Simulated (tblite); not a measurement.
Compound: C9H11P.
Structure used (GFN2-xTB), in Å, numbered top down from 1:
```
atom  x, y, z in Å
C1     3.143    0.241   -0.368
C2     2.296   -0.710   -0.910
C3     0.940   -0.666   -0.646
C4     0.405    0.322    0.175
C5    -1.055    0.403    0.451
C6    -1.865   -0.878    0.725
C7    -3.132   -0.448   -0.022
P8    -2.201    0.857   -0.999
C9     1.268    1.272    0.713
C10    2.623    1.234    0.444
H11    4.202    0.210   -0.581
H12    2.693   -1.487   -1.547
H13    0.293   -1.409   -1.091
H14   -1.241    1.137    1.243
H15   -1.405   -1.747    0.257
H16   -2.006   -1.098    1.785
H17   -3.642   -1.213   -0.606
H18   -3.856    0.031    0.638
H19   -1.615   -0.070   -1.876
H20    0.869    2.052    1.347
H21    3.276    1.983    0.867
```

Level: GFN2-xTB in tblite, geometry and Hessian alike; calculated harmonic values, unscaled, isolated species. The method is semi-empirical: single wavenumbers can be off by several per cent or more. Modes of hydrogen on phosphorus can be 10 to 20 % off. One conformer, not necessarily the lowest.

Harmonic wavenumbers (cm⁻¹): 43.7, 90.1, 103.8, 230.6, 251.8, 335.6, 371.9, 476.8, 503.1, 556.0, 590.0, 651.8, 664.2, 698.8, 736.4, 757.5, 822.5, 839.4, 862.5, 873.3, 896.3, 926.2, 930.4, 976.2, 986.2, 1015.2, 1029.2, 1080.0, 1089.4, 1129.4, 1153.2, 1164.7, 1182.5, 1198.7, 1207.5, 1219.1, 1259.7, 1282.4, 1315.2, 1335.3, 1440.5, 1447.3, 1478.3, 1490.8, 1589.0, 1602.5, 2232.0, 2916.8, 2965.4, 2978.0, 2993.9, 3008.3, 3062.3, 3067.4, 3076.0, 3081.8, 3092.8.

A = 2904, B = 658.9, C = 633.9 MHz; mass 150.060 u (most abundant isotopes); point group C1, symmetry number 1.

Question: What is the zero-point energy?

Answer: Half the sum of the wavenumbers: 37180 cm⁻¹ = 106.30 kcal/mol.

Question: Entropy at 200 K, 1 bar (ideal gas, RRHO, classical rotation)?

Answer: Translation 38.97, rotation 28.77, vibration 14.81: S = 82.5 cal/(mol K).

Question: And Cp and H(200 K) − H(0)?

Answer: Cp = 25.30 cal/(mol K), of which vibrations give 17.35 (their classical limit is 57 R = 113.3); H(200 K) − H(0) = 3.20 kcal/mol without the zero-point energy, 1.61 from vibrations.

Question: How do the functions run with temperature in this model?

Answer: 
```csv
T (K),S (cal/(mol K)),Cp (cal/(mol K)),H − H(0) (kcal/mol),G − H(0) (kcal/mol),ln q(vib)
150,76.1,20.0,2.07,-9.34,2.39
250,88.8,31.5,4.62,-17.59,4.43
298.15,94.9,37.8,6.29,-22.02,5.47
400,107.9,50.7,10.80,-32.34,7.83
600,132.4,70.1,23.02,-56.40,12.82
900,164.4,87.6,46.91,-101.06,20.40
```

q(vib) and H(0) count from the zero-point level.

Question: Blend soft modes into free rotors: weight 1/[1 + (100 cm⁻¹/ν̃)⁴] for the oscillator and the rest for a rotor with moment μB/(μ + B), μ = h/(8π²ν), B = 10⁻⁴⁴ kg m². What vibrational entropy results?

Answer: 13.58 cal/(mol K) in place of 14.81, which changes −T·S at 200 K by +0.24 kcal/mol.

Question: What must be added to the electronic energy to get the Gibbs energy at 200 K and 1 bar?

Answer: ZPE + [H(200 K) − H(0)] − T·S = 106.30 + 3.20 − 16.51 = 92.99 kcal/mol.

Question: Which modes carry the vibrational entropy at 200 K?

Answer: 43.7 cm⁻¹: 4.29; 90.1 cm⁻¹: 2.88; 103.8 cm⁻¹: 2.61; 230.6 cm⁻¹: 1.19; 251.8 cm⁻¹: 1.06; 335.6 cm⁻¹: 0.66 cal/(mol K); the other 51 give 2.11 together.

Hindered rotation and anharmonicity are outside this model. Other conformers, if any are populated, would add a mixing term that is left out. The structure is chiral; the term R ln 2 for an equal mix with its mirror image is left out.
